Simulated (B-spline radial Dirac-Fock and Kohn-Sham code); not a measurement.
**Ce³⁺: non-radiative channels of the K vacancy**

System: cerium as Ce³⁺, [Xe] 4f1, inside a Watson sphere of charge -3 and radius 1.8 Å (a model of the Madelung potential; inside it an electron's potential energy is raised by 24.0 eV).

Method: independent-particle radiative and Coulomb Auger rates from relativistic LDA hole-state orbitals, with Dirac-Fock energies. Computed with a radial finite-basis atomic code. Kinetic energies are configuration averages from the vacuum level; the two-hole energies are estimated from single-hole states. The rates lack the Breit term, which in heavy atoms raises K-L1L1 and K-L1L2.

```csv
transition,kinetic energy (eV),width (meV),share (%)
K-L1L1,27158.4,85.9,6.6
K-L1L2,27556.7,112,8.6
K-L2L2,27899.1,15.6,1.2
K-L1L3,28003.8,140,10.7
K-L2L3,28360.5,338,25.9
K-L3L3,28805.3,159,12.2
K-L1M1,32369.3,31.4,2.4
K-L1M2,32527.4,22.3,1.7
K-L1M3,32618.8,28.0,2.2
K-L2M1,32754.8,16.9,1.3
K-L2M3,33006.1,56.9,4.4
K-L3M1,33196.5,21.0,1.6
K-L3M2,33356.3,54.5,4.2
K-L3M3,33450.1,54.5,4.2
K-L2N3,34016.5,12.1,0.9
K-L3N3,34458.1,11.7,0.9
```

The listed channels hold 89 % of the non-radiative rate. Summed by principal shells, of 1.30 eV in all: KLL 65.3 %, KLM 24.9 %, KLN 5.4 %, KMM 2.3 %, KMN 1.0 %, KLO 0.8 %.
